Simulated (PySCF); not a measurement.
## Vibration and rotation of RbMg⁻

RHF-CCSD(T) constants of RbMg⁻, ¹Σ⁺ (singlet), closed shell (basis Rb def2-SVPD with ECP28, Mg def2-SVPD; scalar-relativistic core potentials; PySCF 2.14; masses 84.9118 and 23.9850 u):

```
ωe             : 46.6 cm⁻¹
ωexe           : 0.806 cm⁻¹
Be             : 0.04393 cm⁻¹
αe             : 0.000830 cm⁻¹
De to Rb⁻ + Mg : 0.165 eV
```

Question: What force constant and bond length do these constants imply?

Answer: Reduced mass μred = 18.702 u; k = 5.8918×10⁻⁷·μred·ωe² (u, cm⁻¹, mdyn/Å) = 0.0239 mdyn/Å; Re = √(16.8576/(μred·Be)) (u, cm⁻¹, Å) = 4.530 Å.

Question: Estimate the centrifugal constant D from the Kratzer relation and find the Dunham coefficient a1.

Answer: D = 4Be³/ωe² = 1.56e-07 cm⁻¹; a1 = −1 − αeωe/(6Be²) = -4.34.

Correlated steps freeze 1 core orbital. The bond is weak. Basis-set superposition, not corrected here, can be much of De in a small basis, most of all at correlated wavefunction levels. For an ion De counts to the pair picked by the measured ionisation energies or electron affinities, which need not be the lowest pair at this level. The CCSD T1 diagnostic is raised, a sign that a single reference may not be enough here.
